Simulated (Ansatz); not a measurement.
`C[SiH]([GaH2])[GeH2][GeH3]`. Total charge 0; spin multiplicity 1. All single points use the PBE0-D4/def2-TZVP geometry. It is one conformer, not always the lowest.

```xyz
16

C    -1.790   -0.239    1.005
Si    0.088   -0.385    1.070
Ga    1.147    0.831    2.850
Ge    0.999    0.489   -0.959
Ge   -0.002   -0.589   -2.887
H    -2.092    0.809    0.954
H    -2.192   -0.753    0.129
H    -2.245   -0.678    1.896
H     0.481   -1.825    1.093
H     0.423    2.044    3.548
H     2.621    0.499    3.288
H     0.735    2.007   -1.058
H     2.527    0.295   -1.009
H    -1.529   -0.397   -2.860
H     0.292   -2.099   -2.853
H     0.535   -0.012   -4.208
```

(1) What is the dipole moment at r2SCAN/def2-TZVPP? (An estimate is asked.)

(2) And with PBE, B3LYP, ωB97M-V? (An estimate is asked.)

(3) Give the Mulliken charges with r2SCAN, B3LYP, PBE in def2-TZVPP. (Estimate.)

Answers

(1) Computed: 1.10 D, with components (-1.04, -0.29, 0.23) D in this frame, pointing from negative to positive charge.

(2) The calculation gave: PBE 1.07 D, B3LYP 1.08 D, ωB97M-V 1.08 D.

(3) Computed: 
```
atom  r2SCAN  B3LYP    PBE
  C1   -0.28  -0.37  -0.35
 Si2    0.07   0.13   0.05
 Ga3    0.20   0.14   0.12
 Ge4   -0.05  -0.03  -0.02
 Ge5    0.04   0.01   0.01
  H6    0.09   0.11   0.11
  H7    0.08   0.11   0.11
  H8    0.08   0.11   0.11
  H9   -0.07  -0.07  -0.05
 H10   -0.07  -0.06  -0.04
 H11   -0.06  -0.05  -0.04
 H12    0.00  -0.01  -0.01
 H13    0.00   0.00   0.00
 H14   -0.01  -0.01  -0.01
 H15   -0.01  -0.01   0.00
 H16   -0.01  -0.01   0.00
```

B3LYP here is the variant with VWN-RPA as its local correlation; programs differ in this.
